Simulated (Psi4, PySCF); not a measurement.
H$_{3}$AlClNO (SMILES [NH2][Al]([OH])[Cl]), singlet, geometry from GFN2-xTB (such geometries of metal compounds can be far from the true shape). Base run: PBE/6-31G, TDA (PySCF).

Input for PySCF:
```python
from pyscf import gto, scf, dft, tdscf

mol = gto.M(
    atom='''
Al   -0.34462066    0.02959556    0.15329159
Cl    1.53689998   -0.19268690   -0.57272503
O    -0.72119710   -0.63993757    1.60321727
H    -1.01027824   -0.99652523    2.42869989
N    -1.56324179    0.93534507   -0.76836440
H    -2.51407286    1.08500444   -0.46967428
H    -1.41061063    1.37454080   -1.66267814
''',
    basis='6-31g',
    verbose=3,
)

mf = dft.RKS(mol)
mf.xc = 'pbe'
mf.kernel()
td = mf.TDA()
td.nstates = 5
td.kernel()
td.analyze()
```

Programs used: Psi4, PySCF; a row that names a program was run with it.

Each row names what was changed in the base input (with any setting that the change needs).

| change | first excitation (eV) | oscillator strength of the first | second (eV) |
|---|---|---|---|
| base | 5.00 | 0.026 | 6.22 |
| states = triplets | ? | - | ? |
| functional = camb3lyp | ? | ? | ? |
| code = psi4 | 5.00 | 0.026 | 6.22 |
| nstates = 2 | 5.00 | 0.026 | 6.22 |
| functional = b3lyp | 5.52 | 0.031 | 6.90 |
| functional = m062x | 6.03 | 0.037 | 7.55 |
| response = full linear response | 4.98 | 0.024 | 6.20 |
| functional = blyp | ? | ? | ? |
| nstates = 15 | 5.00 | 0.026 | 6.22 |

### Question
Fill in the missing entries.

### Answer

- states = triplets, first excitation (eV): 4.60
- states = triplets, second (eV): 5.37
- functional = camb3lyp, first excitation (eV): 5.94
- functional = camb3lyp, oscillator strength of the first: 0.035
- functional = camb3lyp, second (eV): 7.34
- functional = blyp, first excitation (eV): 4.91
- functional = blyp, oscillator strength of the first: 0.025
- functional = blyp, second (eV): 6.14

An iterative solver can miss low states, so a row lists the states that it found.
